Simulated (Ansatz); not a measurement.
Consider the atomization: `N[SiH2]C=O` → C• + 5 H• + N• + O• + Si•.

Program: Ansatz. Geometries: PBE0-D4/def2-TZVP. ΔE: electronic, gas phase. CCSD(T)/CBS is the MP2 limit (def2-TZVPP, def2-QZVPP) plus CCSD(T) − MP2 in def2-TZVPP, frozen cores. This one scheme is used for every species, atoms too. DFT in def2-TZVPP. Open shells (•) are unrestricted, without spin–orbit coupling. Spin–orbit coupling would lower the free atoms: a little for C, O, Si. Each species was taken in one conformer, which may not be the lowest.

```tsv
level	ΔE (eV)
revPBE-D4	33.47
BHLYP-D4	32.45
r2SCANh	33.21
CCSD(T)/def2-TZVPP	32.58
```

(1) What does CCSD(T)/CBS give? (Best estimate.)

Largest T1 diagnostic among the species: 0.014.

Results:

(1) The calculation gave: +33.65 eV. The listed levels differ from it by -0.18, -1.20, -0.44, -1.07 eV.

The D4 term adds +0.26 eV with B3LYP and +0.13 eV with PBE0; it sums over pairs of atoms, weighted by their polarisabilities, and B3LYP, whose exchange is more repulsive, gets the larger term. From BLYP to BHLYP (50 % exact exchange), in def2-TZVPP and without D4, ΔE moves by −1.26 eV: exact exchange takes away binding that semilocal exchange gives to molecules.

B3LYP here is the variant with VWN-RPA as its local correlation; programs differ in this.

For atomizations the MP2-based limit and the directly extrapolated one differ by several kJ/mol either way, and by 10 to 25 for some Ge, Se and Sn compounds, so smaller differences from it don't rank the levels.
